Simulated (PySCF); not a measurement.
Input of a run (PBE0-D3(BJ)/def2-SVP geometry optimisation, gas phase (PySCF 2.14.0)), started from GFN2-xTB:
```
{"job": {"xc": "PBE0", "basis": "def2-SVP", "d3": "d3bj", "grid": 1, "kind": "geom"}, "charge": 0, "multiplicity": 1}
C      3.299224     0.606232     0.426056
C      2.128425     0.390924     0.271242
C      0.747465     0.137537     0.092337
C     -0.066649     1.083170    -0.531503
C     -1.414098     0.836261    -0.705105
C     -1.952626    -0.359444    -0.253436
Cl    -3.640301    -0.671442    -0.473724
C     -1.157417    -1.308857     0.370908
C      0.189942    -1.059741     0.541793
H      4.322369     0.794393     0.561586
H      0.363120     2.010971    -0.878628
H     -2.047305     1.564545    -1.187380
H     -1.592127    -2.232905     0.718885
H      0.819299    -1.792118     1.024804
```

Output (energies in Eh, forces in Eh/bohr):
```
step   0  E = -767.12038968  max force = 0.020544
step   1  E = -767.12223755  max force = 0.003454
step   2  E = -767.12224897  max force = 0.000347
optimisation converged
```

Summarise the run.

The energy falls by 0.051 eV over 3 energy and gradient evaluations, the largest force component goes from 0.0205 to 3.5e-04 Eh/bohr, and the atoms move by 0.024 Å rms after alignment. The bond that changes most is C1–H10 (terminal alkyne carbon to alkyne hydrogen), which lengthens by 0.025 Å. Bonds longer at the end by more than 0.005 Å: 13 of 14; shorter: 0. The energy never rose by more than 1e-6 Eh on the way. The first step brought 99 % of the lowering.

What are the final bond lengths?

C1≡C2 1.213 Å, C2–C3 1.428 Å, C3–C4 1.405 Å, C4–C5 1.389 Å, C5–C6 1.395 Å, C6–Cl7 1.729 Å, C6–C8 1.395 Å, C8–C9 1.389 Å, C3–C9 1.405 Å, C1–H10 1.074 Å, C4–H11 1.092 Å, C5–H12 1.091 Å, C8–H13 1.091 Å, C9–H14 1.092 Å. Numbering counts from 1 in the input's order; the species is 1-chloro-4-ethynylbenzene (`C#CC1=CC=C(Cl)C=C1`).

The run used 155 basis functions and 23 SCF cycles in all.

PBE0-D3(BJ)/def2-SVP frequencies: not computed here.
